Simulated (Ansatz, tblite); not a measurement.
Removing and adding an electron: `CN(C)c1ccc(F)c(C#N)c1N(C)C`. Charge 0, multiplicity 1. Geometry: r2SCAN-D4/def2-SVP. Ansatz, gas phase; energy differences of separate SCF runs; the oxidised species was run as a doublet alone; the reduced species was run as a doublet alone.

```xyz
29

C     0.844   -0.863   -2.058
N     0.777    0.471   -1.475
C     1.078    1.508   -2.434
C    -0.274    0.709   -0.567
C    -1.237    1.696   -0.825
C    -2.318    1.945    0.027
C    -2.430    1.186    1.176
F    -3.440    1.401    2.024
C    -1.469    0.213    1.517
C    -1.565   -0.361    2.817
N    -1.648   -0.797    3.896
C    -0.372   -0.057    0.646
N     0.563   -1.038    0.947
C     0.211   -2.267    1.631
C     1.976   -0.708    0.986
H     0.663   -1.622   -1.287
H     0.096   -0.997   -2.867
H     1.846   -1.029   -2.485
H     1.146    2.485   -1.933
H     0.332    1.588   -3.256
H     2.053    1.290   -2.898
H    -1.173    2.264   -1.754
H    -3.073    2.698   -0.203
H     0.822   -3.086    1.211
H    -0.847   -2.507    1.460
H     0.385   -2.235    2.722
H     2.179    0.154    0.339
H     2.303   -0.477    2.019
H     2.573   -1.563    0.623
```

The xTB rows come from tblite.

```json
{"level": "GFN1-xTB", "−HOMO (eV)": "10.43", "vertical IE (eV)": "12.85", "−LUMO (eV)": "7.94", "vertical EA (eV)": "5.37", "HOMO–LUMO gap (eV)": "2.49", "IE − EA (eV)": "7.49", "remarks": "–"}
{"level": "GFN2-xTB", "−HOMO (eV)": "9.68", "vertical IE (eV)": "12.12", "−LUMO (eV)": "7.23", "vertical EA (eV)": "4.54", "HOMO–LUMO gap (eV)": "2.46", "IE − EA (eV)": "7.57", "remarks": "–"}
{"level": "PBE-D4/def2-SVP", "−HOMO (eV)": "4.74", "vertical IE (eV)": "7.09", "−LUMO (eV)": "1.93", "vertical EA (eV)": "-0.39", "HOMO–LUMO gap (eV)": "2.80", "IE − EA (eV)": "7.48", "remarks": "HOMO above zero (-1 doublet)"}
{"level": "PBE0-D4/def2-SVP", "−HOMO (eV)": "5.85", "vertical IE (eV)": "7.40", "−LUMO (eV)": "1.23", "vertical EA (eV)": "-0.31", "HOMO–LUMO gap (eV)": "4.62", "IE − EA (eV)": "7.71", "remarks": "HOMO above zero (-1 doublet)"}
```

   A HOMO above zero means that the electron is unbound at that level or that self-interaction error raises the level; the energy of removing that electron tells which. Raw xTB energy differences between charge states are shifted by several eV; the methods need an empirical correction for them. Sets without diffuse functions give affinities that are too small. A negative affinity means that the extra electron isn't bound; its size then hangs on the basis.
